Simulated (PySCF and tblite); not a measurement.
Results of a calculation; reference values are marked as such.
System: C5H5Cl3Si, numbered as in [Cl:1][Si:2]([Cl:3])([Cl:4])[CH:5]1[CH:6]=[CH:7][CH:8]=[CH:9]1.

Geometries: PBE0-D3(BJ)/def2-SVP; energies: BHandHLYP/pcSseg-1 + D3(BJ); zero-point and thermal terms from GFN2-xTB harmonic modes (soft modes blended into free rotors). Rates follow Eyring's equation with the number of equivalent paths and no tunnelling. (PySCF 2.14 with density fitting, tblite 0.8.)

Problem. What barrier does the shift of Si2 from C5 to C9 meet, and how fast is it at 298 K?

Solution. The electronic barrier is 20.8 kcal/mol and ΔG‡(298 K) 20.9 kcal/mol, over a Cs saddle with an imaginary mode of 288i cm⁻¹ (GFN2-xTB). With 2 equivalent paths, k is 0.0058 s⁻¹, a mean lifetime of the start of 2.9 min against this motion.
